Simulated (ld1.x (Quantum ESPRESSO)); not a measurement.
Ranking TM semilocal potentials for nitrogen (N)

All share these settings but for the change named:

* Element: N (Z = 7)
* Generator: ld1.x (Quantum ESPRESSO) 7.5
* Type: norm-conserving Troullier–Martins (semilocal form)
* Functional: PW91
* Relativity: scalar-relativistic
* Frozen core: [He]
* Valence charge: 5
* Reference configuration: 2s2 2p2.5 (charge +0.5)
* Partial waves: 2s (bound): rc 0.95 bohr; 2p (bound): rc 1.85 bohr
* Local potential: the p channel
* Core correction: Bessel-smoothed model core inside 0.70 bohr

Test errors are all-electron minus pseudo excitation energies from the reference, over 2s2 2p3; 2s2 2p2; 2s2 2p1; 2s1 2p3; 2s2 2p3.3; 2s2 2p0; 2s1 2p4. None of these files shows a bound ghost.

The base gives 1048.9 meV.

Of 12 variants that were run, those that failed, showed a ghost or another fault, or gave nearly equal values are left out.

In the semilocal form every listed channel keeps its own potential, so the choice of the local channel does not act on these tests. It acts once the file is put into the separable form.

A variant can come out equal or close to the base, since the largest error may sit in a test that the change hardly touches while other tests move.

Question: Rank these variants by their largest absolute test error, smallest first.
A. local potential the s channel
B. wave 2p (bound): rc 1.85 bohr becomes 2p (bound): rc 1.72 bohr
C. wave 2p (bound): rc 1.85 bohr becomes 2p (bound): rc 2.04 bohr
D. all radii but the core radius scaled by about 0.86 (s 0.82, p 1.58 bohr)
E. wave 2s (bound): rc 0.95 bohr becomes 2s (bound): rc 1.44 bohr

Answer: D (620.4 meV), B (883.4 meV), A (1048.9 meV), E (1256.2 meV), C (1470.6 meV).
